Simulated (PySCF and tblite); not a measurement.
Values are calculated unless marked as measured or tabulated.
Stationary points of 3-methyl-5-isoxazolecarboxylic acid at GFN2-xTB, in Å:

Structure A

```
 1 C    -2.603   -0.452    0.404
 2 C    -1.207   -0.286   -0.064
 3 C    -0.087    0.173    0.673
 4 C     0.940    0.130   -0.235
 5 C     2.358    0.487   -0.074
 6 O     2.828    0.895    0.957
 7 O     3.062    0.311   -1.191
 8 O     0.470   -0.317   -1.412
 9 N    -0.844   -0.567   -1.291
10 H    -2.998    0.502    0.748
11 H    -3.217   -0.826   -0.409
12 H    -2.637   -1.153    1.236
13 H    -0.040    0.483    1.695
14 H     3.990    0.556   -1.049
```

Structure B

```
 1 C    -2.583   -0.263    0.381
 2 C    -1.165   -0.436   -0.013
 3 C    -0.071    0.422    0.260
 4 C     0.995   -0.212   -0.329
 5 C     2.417    0.158   -0.409
 6 O     3.278   -0.475   -0.955
 7 O     2.643    1.321    0.221
 8 O     0.567   -1.349   -0.903
 9 N    -0.753   -1.472   -0.702
10 H    -2.977    0.663   -0.033
11 H    -3.166   -1.101    0.013
12 H    -2.666   -0.212    1.465
13 H    -0.066    1.346    0.797
14 H     3.584    1.550    0.160
```

Structure C

```
 1 C    -2.606   -0.312    0.382
 2 C    -1.190   -0.378   -0.049
 3 C    -0.071    0.276    0.540
 4 C     0.978   -0.120   -0.236
 5 C     2.437    0.184   -0.146
 6 O     3.235   -0.478    0.454
 7 O     2.735    1.306   -0.798
 8 O     0.533   -0.938   -1.202
 9 N    -0.801   -1.085   -1.074
10 H    -2.957    0.718    0.357
11 H    -3.216   -0.918   -0.281
12 H    -2.704   -0.680    1.402
13 H    -0.059    0.924    1.391
14 H     3.685    1.500   -0.739
```

The path came from a restrained scan, a climbing-image band and a saddle search at GFN2-xTB; energies are PBE0/pcSseg-1 + D3(BJ)//GFN2-xTB, thermal terms GFN2-xTB.

Which structure is a saddle point, and along which motion?

C: one imaginary mode (62i cm⁻¹ at GFN2-xTB, mostly on O7, O6, O8), along the rotation about the C4–C5 bond (torsion C3–C4–C5–O6 from 0° to 180°, rising).

Give their symmetry and energies above the lowest.

A Cs, 0.0 kcal/mol; B Cs, 0.6 kcal/mol; C C1, 7.0 kcal/mol.
